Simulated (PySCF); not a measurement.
Correlation energy of Bi³⁺ (bismuth, charge +3)

Starting occupation: [Xe] 4f14 5d10 6s2. All numbers are calculated (PySCF 2.14, X2C-1e with screened-nucleus spin-orbit coupling, Gaussian nucleus, in x2c-SVPall-2c (7s11p7d2f, 89 functions)). Frozen: [Kr] 4d10 4f14; 20 electrons correlated; the 22 highest virtual spinors left out.

MP2 pair energies summed by pair of shells (mhartree):

```csv
pair,energy,share (%)
5d3/2-5d5/2,-83.08,25.6
5d5/2-5d5/2,-59.41,18.3
5d5/2-6s1/2,-52.16,16.0
5d3/2-6s1/2,-35.74,11.0
5d3/2-5d3/2,-26.63,8.2
6s1/2-6s1/2,-19.24,5.9
5d5/2-5p3/2,-9.24,2.8
5p3/2-5p3/2,-7.21,2.2
5p1/2-5p3/2,-6.75,2.1
5d3/2-5p3/2,-5.82,1.8
5d5/2-5p1/2,-3.92,1.2
5d5/2-5s1/2,-3.02,0.9
5p3/2-6s1/2,-2.77,0.9
5d3/2-5p1/2,-2.55,0.8
5d3/2-5s1/2,-1.89,0.6
5p1/2-5p1/2,-1.42,0.4
5p3/2-5s1/2,-1.32,0.4
5p1/2-6s1/2,-0.90,0.3
5s1/2-5s1/2,-0.83,0.3
5s1/2-6s1/2,-0.60,0.2
5p1/2-5s1/2,-0.60,0.2
```

Total MP2 correlation energy: -325.11 mhartree.

This basis was not built for core-valence correlation, so the inner-shell part is incomplete.
